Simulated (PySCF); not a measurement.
A geometry optimisation, step by step.

Compound: C3H11AsSi2.
SMILES with atom numbers: `[AsH2:1][SiH2:2][CH:3]1[CH2:4][SiH2:5][CH2:6]1` (hydrogens: H7, H8 on As1; H9, H10 on Si2; H11 on C3; H12, H13 on C4; H14, H15 on Si5; H16, H17 on C6)

Method: PBE0-D3(BJ)/def2-SVP geometry optimisation, gas phase in PySCF 2.14.0; density fitting, grid level 1; the optimiser is geomeTRIC in internal coordinates, started from a GFN2-xTB structure. 10 of its 30 geometries are shown. The frame can shift and turn from step to step; on so coarse a grid that alone can change the energy by a few meV, and forces under 0.02 eV/Å are noise.

Step 0: E = -79854.1214 eV, largest atomic force 1.363 eV/Å
```
atom  x, y, z in Å  |  force x, y, z in eV/Å
As1     2.033   -1.408    0.804   -0.123  -0.481   0.383
Si2     1.585    0.811    0.274   -0.949   0.635  -0.226
C3     -0.310    0.921    0.104   -0.024  -0.555   0.143
C4     -0.894   -0.088   -0.914    0.014  -0.241  -0.336
Si5    -2.037   -0.847    0.413    0.994   0.926  -0.119
C6     -1.049    0.465    1.386   -0.040  -0.066   0.413
H7      3.492   -1.133    1.014    0.470   0.099   0.231
H8      2.331   -1.770   -0.622   -0.077  -0.157  -0.480
H9      2.001    1.717    1.361    0.212   0.107   0.420
H10     2.202    1.318   -0.966    0.309  -0.021  -0.387
H11    -0.612    1.936   -0.160    0.070   0.384  -0.090
H12    -0.142   -0.778   -1.308    0.113  -0.306  -0.230
H13    -1.367    0.387   -1.771   -0.202   0.106  -0.380
H14    -3.471   -0.589    0.260   -0.581   0.026  -0.055
H15    -1.784   -2.249    0.758   -0.001  -0.533   0.130
H16    -0.373    0.055    2.142    0.073  -0.186   0.333
H17    -1.612    1.264    1.865   -0.258   0.264   0.249
```

Step 3: E = -79854.2897 eV, largest atomic force 0.053 eV/Å
```
atom  x, y, z in Å  |  force x, y, z in eV/Å
As1     1.967   -1.336    0.913   -0.015   0.025   0.044
Si2     1.337    0.894    0.364   -0.011  -0.025  -0.010
C3     -0.544    0.927    0.203   -0.005  -0.027   0.006
C4     -1.110   -0.073   -0.864    0.001   0.008  -0.019
Si5    -2.264   -0.759    0.476    0.000  -0.019   0.005
C6     -1.282    0.487    1.513   -0.009   0.013   0.006
H7      3.431   -0.941    1.059    0.030   0.002  -0.006
H8      2.156   -1.732   -0.546   -0.006  -0.009  -0.031
H9      1.777    1.763    1.500    0.003   0.011   0.008
H10     1.996    1.363   -0.896    0.010   0.011  -0.005
H11    -0.830    1.958   -0.063   -0.002   0.011   0.003
H12    -0.374   -0.797   -1.254    0.004   0.004   0.012
H13    -1.577    0.416   -1.731    0.002  -0.006  -0.005
H14    -3.722   -0.472    0.300   -0.001   0.011  -0.004
H15    -2.108   -2.206    0.825   -0.008  -0.004   0.002
H16    -0.628    0.028    2.274    0.005  -0.002  -0.013
H17    -1.843    1.295    2.003    0.002  -0.004   0.008
```

Step 6: E = -79854.2943 eV, largest atomic force 0.128 eV/Å
```
atom  x, y, z in Å  |  force x, y, z in eV/Å
As1     2.095   -1.218    1.016    0.021  -0.048  -0.003
Si2     1.332    0.930    0.359   -0.021   0.125  -0.019
C3     -0.553    0.886    0.219    0.033   0.008  -0.011
C4     -1.094   -0.116   -0.858   -0.022   0.024   0.034
Si5    -2.295   -0.776    0.455    0.017   0.008  -0.003
C6     -1.287    0.424    1.523   -0.001  -0.008  -0.039
H7      3.555   -0.785    0.920   -0.016  -0.008  -0.007
H8      2.092   -1.754   -0.413    0.002   0.012   0.014
H9      1.751    1.881    1.439   -0.006  -0.022   0.008
H10     1.934    1.392   -0.932    0.016  -0.041   0.006
H11    -0.856    1.914   -0.040   -0.048  -0.019   0.001
H12    -0.349   -0.847   -1.213   -0.002  -0.012   0.004
H13    -1.533    0.368   -1.742    0.026  -0.009  -0.021
H14    -3.730   -0.403    0.249   -0.001  -0.011   0.004
H15    -2.221   -2.233    0.791   -0.015   0.001   0.000
H16    -0.629   -0.071    2.257   -0.002  -0.004   0.008
H17    -1.832    1.224    2.043    0.019   0.003   0.024
```

Step 10: E = -79854.3111 eV, largest atomic force 0.133 eV/Å
```
atom  x, y, z in Å  |  force x, y, z in eV/Å
As1     2.412   -0.691    1.248   -0.053   0.017  -0.031
Si2     1.264    1.180    0.314    0.068  -0.099   0.058
C3     -0.582    0.770    0.235    0.024   0.032  -0.017
C4     -0.994   -0.304   -0.820   -0.034   0.000  -0.063
Si5    -2.345   -0.833    0.400   -0.003  -0.037   0.012
C6     -1.214    0.181    1.535   -0.034   0.032   0.065
H7      3.661   -0.425    0.415    0.017   0.010   0.021
H8      1.847   -1.632    0.185    0.009  -0.003  -0.004
H9      1.520    2.335    1.232   -0.008   0.027  -0.028
H10     1.794    1.517   -1.045   -0.028   0.032  -0.011
H11    -1.102    1.713   -0.009   -0.008   0.000  -0.003
H12    -0.224   -1.081   -0.961    0.004  -0.012   0.051
H13    -1.259    0.087   -1.813    0.007   0.004   0.008
H14    -3.667   -0.181    0.139    0.012   0.025   0.000
H15    -2.587   -2.284    0.681    0.020  -0.003  -0.004
H16    -0.510   -0.453    2.102    0.004  -0.030  -0.042
H17    -1.633    0.916    2.237    0.004   0.004  -0.014
```

Step 13: E = -79854.3194 eV, largest atomic force 0.059 eV/Å
```
atom  x, y, z in Å  |  force x, y, z in eV/Å
As1     2.391   -0.712    1.244   -0.013  -0.021   0.000
Si2     1.264    1.165    0.315   -0.017   0.022  -0.008
C3     -0.585    0.760    0.225    0.024  -0.041   0.035
C4     -1.000   -0.325   -0.819   -0.013   0.029   0.016
Si5    -2.373   -0.812    0.395    0.019  -0.016   0.002
C6     -1.224    0.182    1.529   -0.012   0.023  -0.032
H7      3.700   -0.367    0.543    0.002   0.011   0.009
H8      1.950   -1.614    0.093    0.015   0.001  -0.002
H9      1.505    2.322    1.234    0.010  -0.005   0.000
H10     1.792    1.527   -1.039   -0.011  -0.009  -0.004
H11    -1.101    1.704   -0.027   -0.012   0.003  -0.011
H12    -0.245   -1.123   -0.915    0.003  -0.001   0.011
H13    -1.233    0.048   -1.826    0.004  -0.003  -0.010
H14    -3.678   -0.130    0.125    0.008   0.006  -0.003
H15    -2.634   -2.258    0.680   -0.015   0.000   0.002
H16    -0.529   -0.477    2.079    0.006  -0.002  -0.011
H17    -1.620    0.923    2.237    0.001   0.004   0.007
```

Step 16: E = -79854.3273 eV, largest atomic force 0.092 eV/Å
```
atom  x, y, z in Å  |  force x, y, z in eV/Å
As1     2.376   -0.804    1.187    0.010  -0.016  -0.021
Si2     1.261    1.105    0.315    0.006   0.013   0.014
C3     -0.591    0.725    0.211    0.037   0.029   0.021
C4     -1.013   -0.384   -0.801   -0.032  -0.007  -0.012
Si5    -2.457   -0.746    0.376    0.074  -0.051   0.020
C6     -1.272    0.203    1.514   -0.036   0.025  -0.005
H7      3.743   -0.199    0.884   -0.006  -0.007   0.007
H8      2.337   -1.530   -0.157    0.001   0.004   0.017
H9      1.523    2.224    1.278   -0.019  -0.009  -0.002
H10     1.795    1.509   -1.025   -0.012  -0.011   0.000
H11    -1.084    1.670   -0.082   -0.018  -0.005  -0.024
H12    -0.299   -1.226   -0.811    0.014  -0.001   0.017
H13    -1.169   -0.061   -1.839   -0.013   0.015   0.004
H14    -3.704    0.010    0.045    0.010   0.016  -0.003
H15    -2.818   -2.164    0.694   -0.026   0.006  -0.004
H16    -0.619   -0.490    2.072    0.014  -0.011  -0.019
H17    -1.628    0.971    2.214   -0.006   0.008  -0.011
```

Step 19: E = -79854.3301 eV, largest atomic force 0.038 eV/Å
```
atom  x, y, z in Å  |  force x, y, z in eV/Å
As1     2.336   -0.836    1.185   -0.006   0.012   0.015
Si2     1.253    1.102    0.330   -0.004  -0.015  -0.007
C3     -0.595    0.723    0.187   -0.026  -0.009  -0.025
C4     -0.985   -0.425   -0.797    0.021  -0.010   0.015
Si5    -2.452   -0.750    0.357   -0.032   0.019  -0.009
C6     -1.299    0.236    1.491    0.018  -0.013   0.007
H7      3.710   -0.189    1.053    0.004   0.004  -0.001
H8      2.442   -1.480   -0.195   -0.002  -0.004  -0.005
H9      1.490    2.203    1.317    0.007   0.005   0.002
H10     1.809    1.516   -0.997    0.011   0.012   0.004
H11    -1.090    1.651   -0.153    0.013   0.003   0.006
H12    -0.262   -1.258   -0.759   -0.001   0.003  -0.013
H13    -1.123   -0.135   -1.848    0.001  -0.010  -0.002
H14    -3.672    0.024   -0.034   -0.003  -0.005  -0.003
H15    -2.861   -2.150    0.702    0.009  -0.001   0.004
H16    -0.647   -0.439    2.073   -0.007   0.012   0.010
H17    -1.673    1.021    2.162   -0.002  -0.003   0.002
```

Step 23: E = -79854.3308 eV, largest atomic force 0.037 eV/Å
```
atom  x, y, z in Å  |  force x, y, z in eV/Å
As1     2.326   -0.791    1.268    0.011  -0.005  -0.008
Si2     1.243    1.116    0.353    0.002   0.020   0.003
C3     -0.595    0.709    0.156    0.028  -0.004   0.024
C4     -0.943   -0.473   -0.802   -0.017   0.011  -0.011
Si5    -2.448   -0.770    0.313    0.018  -0.004   0.003
C6     -1.335    0.255    1.454   -0.012   0.014  -0.013
H7      3.697   -0.134    1.145   -0.005  -0.003   0.003
H8      2.460   -1.463   -0.096   -0.002   0.002   0.012
H9      1.434    2.230    1.336   -0.013  -0.006   0.000
H10     1.844    1.535   -0.953   -0.007  -0.011  -0.002
H11    -1.084    1.624   -0.224   -0.011  -0.004  -0.011
H12    -0.213   -1.296   -0.720   -0.001  -0.010   0.011
H13    -1.054   -0.218   -1.865    0.005   0.007   0.001
H14    -3.654   -0.013   -0.146   -0.002  -0.004   0.003
H15    -2.863   -2.159    0.688    0.002  -0.001   0.000
H16    -0.697   -0.394    2.079    0.000  -0.009  -0.005
H17    -1.737    1.056    2.089    0.002   0.007  -0.008
```

Step 26: E = -79854.3326 eV, largest atomic force under 0.02 eV/Å
```
atom  x, y, z in Å  |  force x, y, z in eV/Å
As1     2.313   -0.736    1.353   -0.001   0.000   0.000
Si2     1.228    1.139    0.374    0.002   0.002   0.001
C3     -0.595    0.699    0.127   -0.008   0.005   0.002
C4     -0.898   -0.516   -0.805    0.005  -0.007  -0.001
Si5    -2.433   -0.802    0.270    0.000   0.003  -0.001
C6     -1.373    0.276    1.412    0.002  -0.003   0.002
H7      3.679   -0.068    1.246    0.001   0.002   0.001
H8      2.482   -1.436    0.008    0.001   0.001   0.000
H9      1.364    2.273    1.343    0.001   0.002  -0.001
H10     1.863    1.542   -0.921   -0.001   0.000  -0.001
H11    -1.085    1.593   -0.298    0.002  -0.002  -0.002
H12    -0.164   -1.329   -0.670    0.000   0.000  -0.001
H13    -0.973   -0.295   -1.878    0.000  -0.002   0.000
H14    -3.639   -0.084   -0.248   -0.001  -0.002   0.000
H15    -2.833   -2.187    0.677    0.000   0.000   0.001
H16    -0.750   -0.347    2.077   -0.001   0.003   0.001
H17    -1.804    1.093    2.008   -0.002  -0.001  -0.002
```

Step 29: E = -79854.3342 eV, largest atomic force under 0.02 eV/Å
```
atom  x, y, z in Å  |  force x, y, z in eV/Å
As1     2.297   -0.679    1.418   -0.001   0.001   0.000
Si2     1.206    1.164    0.388   -0.001  -0.003  -0.001
C3     -0.600    0.680    0.095   -0.004   0.002  -0.006
C4     -0.847   -0.579   -0.793    0.000   0.001   0.002
Si5    -2.420   -0.841    0.232   -0.002  -0.001   0.000
C6     -1.417    0.297    1.368    0.003  -0.003   0.002
H7      3.646    0.032    1.382    0.001   0.001   0.000
H8      2.557   -1.369    0.082    0.001   0.000  -0.001
H9      1.290    2.313    1.345    0.002   0.001  -0.001
H10     1.869    1.562   -0.894    0.000   0.002   0.000
H11    -1.090    1.546   -0.387    0.001   0.000   0.001
H12    -0.108   -1.374   -0.589    0.000   0.000   0.000
H13    -0.879   -0.408   -1.878   -0.001  -0.002   0.000
H14    -3.612   -0.158   -0.364    0.001   0.000   0.001
H15    -2.822   -2.212    0.679    0.001   0.000   0.001
H16    -0.809   -0.290    2.077    0.000   0.002   0.001
H17    -1.880    1.130    1.915   -0.001  -0.001   0.000
```

**Question.** Summarise the path.

**Answer.** The energy falls by 4.91 kcal/mol from step 0 to step 29; nine tenths of that is first reached at step 11. It falls at every step. The largest force goes from 1.363 to under 0.02 eV/Å. Among the bonds As1–Si2 changes most, from 2.326 to 2.376 Å; the atoms move by 0.530 Å rms after alignment.

**Question.** Follow the three bonds and two angles with the largest change from start to end.

**Answer.** 
```
step  E above end (kcal/mol)  largest force (eV/Å)  As1–Si2 (Å)  Si5–H14 (Å)  Si5–H15 (Å)  C3–C4–Si5 (°)  C3–C6–Si5 (°)
   0                    4.91                 1.363        2.326        1.465        1.466           91.6           91.6
   1                    1.19                 0.228        2.388        1.498        1.497           88.4           88.4
   3                    1.03                 0.053        2.382        1.497        1.496           88.3           88.3
   4                    1.00                 0.070        2.377        1.497        1.496           88.2           88.3
   5                    0.97                 0.111        2.375        1.497        1.496           88.1           88.2
   6                    0.92                 0.128        2.373        1.497        1.497           88.0           88.1
   8                    0.71                 0.087        2.379        1.497        1.497           87.8           87.8
   9                    0.57                 0.156        2.386        1.496        1.497           87.0           87.1
  10                    0.53                 0.133        2.386        1.496        1.498           86.8           86.8
  11                    0.46                 0.090        2.379        1.496        1.497           87.1           87.1
  13                    0.34                 0.059        2.378        1.496        1.497           86.7           86.7
  14                    0.26                 0.112        2.376        1.496        1.497           86.5           86.5
  15                    0.21                 0.155        2.374        1.496        1.498           86.4           86.4
  16                    0.16                 0.092        2.376        1.496        1.498           86.5           86.5
  18                    0.11                 0.051        2.379        1.496        1.497           86.5           86.5
  19                    0.09                 0.038        2.379        1.496        1.497           86.3           86.4
  20                    0.09                 0.035        2.379        1.496        1.497           86.3           86.3
  21                    0.09                 0.032        2.378        1.496        1.497           86.2           86.3
  23                    0.08                 0.037        2.376        1.496        1.497           86.3           86.3
  24                    0.07                 0.025        2.376        1.496        1.497           86.3           86.3
  25                    0.05            under 0.02        2.377        1.496        1.497           86.3           86.4
  26                    0.04            under 0.02        2.377        1.496        1.497           86.3           86.4
  28                    0.00            under 0.02        2.376        1.496        1.497           86.3           86.3
  29                    0.00            under 0.02        2.376        1.496        1.497           86.3           86.3
```

The cost below is that of the whole optimisation. Time: 5.2 min of wall time; peak memory 0.73 GiB. Hardware: an Arm Neoverse V1 with one thread, no GPU, shared host.
